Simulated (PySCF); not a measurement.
CBr3, SMILES Br[C+](Br)Br, charge +1.

Geometry optimised at B3LYP-D3(BJ)/def2-SVP.

Computed with B3LYP-D3(BJ)/def2-SVP (PySCF).

Frequencies are harmonic and unscaled.

Modes within 1.5 cm⁻¹ of each other (mostly degenerate sets) share a row, with their intensities summed.

| mode | ν (cm⁻¹) | IR (km/mol) | Raman (Å⁴/amu) | depolarisation | moving atoms (share of kinetic energy) |
|---|---|---|---|---|---|
| 1–2 | 182 | 0.0 | 7.2 | 0.75 | Br 97 % |
| 3 | 320 | 0.0 | 10.1 | 0.10 | Br 100 % |
| 4 | 434 | 2.0 | 0.0 | – | C 95 % |
| 5–6 | 881 | 446.2 | 0.3 | 0.75 | C 93 % |
